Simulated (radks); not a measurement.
The calcium ion Ca2+ inside a hard spherical wall (all orbitals vanish at R), configuration held at [Ar] and not refilled when levels cross. Method: non-relativistic Kohn-Sham, r2SCAN, spin-polarised, spherical densities, point nucleus; meta-GGA in the generalised Kohn-Sham scheme; computed with a radial shooting solver on a logarithmic mesh with Libxc functionals. Eigenvalues in eV for spin up, with the zero of energy where the potential of the charges vanishes at infinity; a dash marks a level that is unbound or too diffuse for the functional's potential to be trusted. A positive occupied level is held by the wall or, in an anion where self-interaction has pushed it up, behind a barrier. The pressure on the wall is -dE/dV.

| R (bohr) | E (hartree) | kinetic (hartree) | e(2s) | e(2p) | e(3s) | e(3p) | e(3d, empty) | e(4s, empty) | pressure (GPa) |
|---|---|---|---|---|---|---|---|---|---|
| free | -676.88079 | 676.246 | -432.49 | -353.99 | -63.376 | -43.760 | -15.172 | - | 0 |
| 20 | -676.88079 | 676.246 | -432.49 | -353.99 | -63.376 | -43.760 | -15.172 | - | < 0.0001 |
| 7 | -676.88079 | 676.246 | -432.49 | -353.99 | -63.376 | -43.760 | -15.167 | -12.521 | < 0.0001 |
| 6 | -676.88078 | 676.247 | -432.49 | -353.99 | -63.375 | -43.759 | -15.144 | -12.059 | 0.00283 |
| 5 | -676.88046 | 676.251 | -432.48 | -353.97 | -63.363 | -43.747 | -15.030 | -10.578 | 0.0983 |
| 2.5 | -676.21580 | 680.438 | -422.91 | -344.24 | -56.764 | -36.210 | -3.924 | 42.144 | 734 |
| 1.5 | -663.85955 | 724.239 | -363.59 | -282.88 | 8.428 | 33.322 | 64.751 | 312.65 | 42600 |
